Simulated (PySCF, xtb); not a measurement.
B(I)(OH)2 (BH2IO2), SMILES B(I)(O)O. One conformer was computed; it need not be the lowest.

Harmonic wavenumbers (cm⁻¹) from GFN2-xTB (xtb) at its own minimum, in rising order: 255, 295, 441, 526, 529, 599, 898, 925, 1146, 1363, 3608, 3635.

Q: What does PBE-D3(BJ)/def2-SVP run with PySCF give at its own minimum? (The exact figures need the calculation; the answer reports its results.)

A: 254, 292, 443, 493, 526, 581, 963, 977, 1216, 1463, 3701, 3753. Paired by order, the mean absolute difference is 47 cm⁻¹ and the zero-point energies are 20.3 and 21.0 kcal/mol.
